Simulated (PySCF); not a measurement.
Removing an electron from tert-butyl isocyanate

Species: tert-butyl isocyanate, C5H9NO.
Z-matrix (Å and degrees, PBE0-D3(BJ)/def2-SVP geometry), rows numbered from 1:
```
C 
C   1  1.5300
C   2  1.5299  1  110.53
C   2  1.5276  1  110.33  3  -122.24
N   2  1.4458  1  109.05  3   119.80
C   5  1.1978  2  145.09  1   -58.86
O   6  1.1729  5  174.24  2   179.41
H   1  1.0993  2  110.54  3  -177.10
H   1  1.1004  2  110.39  3    62.93
H   1  1.1005  2  110.75  3   -56.94
H   3  1.1003  2  110.37  1   -61.29
H   3  1.1006  2  110.72  1    58.57
H   3  1.0998  2  110.60  1   178.70
H   4  1.0997  2  110.54  1   -57.72
H   4  1.0995  2  110.42  1  -177.36
H   4  1.0999  2  110.43  1    62.47
```

Level: CAM-B3LYP/def2-SVPD (PySCF). Frontier orbitals with their largest atomic shares (Löwdin; up to four atoms above 4 %):

| orbital | ε (eV) | main atoms |
| --- | --- | --- |
| HOMO−3 | -11.57 | C4 21 %, C2 16 %, C3 14 %, C1 10 % |
| HOMO−2 | -11.57 | C1 19 %, C2 15 %, C3 15 %, C4 12 % |
| HOMO−1 | -9.66 | N5 39 %, O7 25 %, C6 13 %, C2 8 % |
| HOMO | -9.39 | ? |
| LUMO | 0.86 | C6 23 %, C4 10 %, C1 10 %, C3 10 % |
| LUMO+1 | 1.71 | C6 21 %, O7 11 %, H9 10 %, H11 10 % |
| LUMO+2 | 2.07 | C4 18 %, C6 12 %, O7 11 %, H15 10 % |

Question: What vertical ionisation energy does ΔSCF give, and how far is −ε(HOMO) from it?

Answer: ΔSCF: 10.28 eV (992 kJ/mol; threshold wavelength 121 nm); ⟨S²⟩ of the doublet left behind is 0.767, against 0.75 for a pure doublet. −ε(HOMO) is 9.39 eV, 0.89 eV below it. In exact Kohn–Sham theory the two would be equal; CAM-B3LYP (range-separated hybrid) falls short of its own ΔSCF value by 9 %.

Question: On which atoms does the HOMO lie?

Answer: N5 (isocyanate nitrogen) 38 %, O7 (oxygen bonded to C) 27 %, C6 (isocyanate carbon) 14 %, C2 (sp3 carbon bound to nitrogen) 7 %, so no atom holds as much as 40 %. The HOMO−1 lies 0.27 eV lower.

Question: With α = 70.9 au, estimate the like-pair dispersion coefficient by London's formula C6 = (3/4)α²I.

Answer: I = 0.3777 Eh, so C6 ≈ 1430 au, a rough estimate.

Question: Shift the occupied levels rigidly so that −ε(HOMO) equals the ΔSCF value. What binding energies result?

Answer: The shift is +0.89 eV: HOMO 10.28, HOMO−1 10.55, HOMO−2 12.46, HOMO−3 12.46 eV. A rigid shift is only a rough guide to the deeper ionisations.

Geometry: PBE0-D3(BJ)/def2-SVP; no solvent, vibrations or thermal averaging.
